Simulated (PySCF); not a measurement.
## Radial density of Ba³³⁺ (barium, charge +33)

TPSSh, [Ar] 3d5, high-spin 6S determinant. Calculation: PySCF 2.14, in an uncontracted even-tempered set (17 s from 5 bohr⁻², ratio 2.5; 11 p from 6.5 bohr⁻², ratio 2.5; 8 d from 6.5 bohr⁻², ratio 2.5; 4 f from 26 bohr⁻², ratio 2.7; 3 g from 39 bohr⁻², ratio 2.7); the non-relativistic Hamiltonian (point nucleus).

```tsv
r (bohr)	4πr²ρ (e/bohr)	4πr²(ρα − ρβ)
0.000376	0.2111	0.0000
0.000632	0.5803	0.0000
0.00106	1.564	-0.0001
0.00179	4.081	-0.0002
0.00301	10.07	-0.0006
0.00506	22.67	-0.0013
0.00851	43.70	-0.0024
0.0143	65.59	-0.0025
0.0241	69.11	0.0137
0.0405	63.12	0.2230
0.0681	86.12	2.0657
0.115	71.81	10.5030
0.193	53.81	22.0729
0.324	39.63	11.2703
0.545	2.266	0.5805
0.917	0.005448	0.0015
```

A non-relativistic calculation at this Z misses sizeable relativistic shifts. Spin-orbit coupling, which splits the p, d and f shells strongly at this Z, is absent. Spin-orbit coupling is strong in this species (close to jj coupling), so the high-spin LS determinant is a model state, not a physical level.

**Question.** Where is the radial spin density 4πr²(ρα − ρβ) most negative, and why is it negative at all?

**Answer.** Around r = 0.0143 bohr, down to -0.0025 e/bohr: exchange with the open shell polarises the paired shells in an unrestricted calculation.
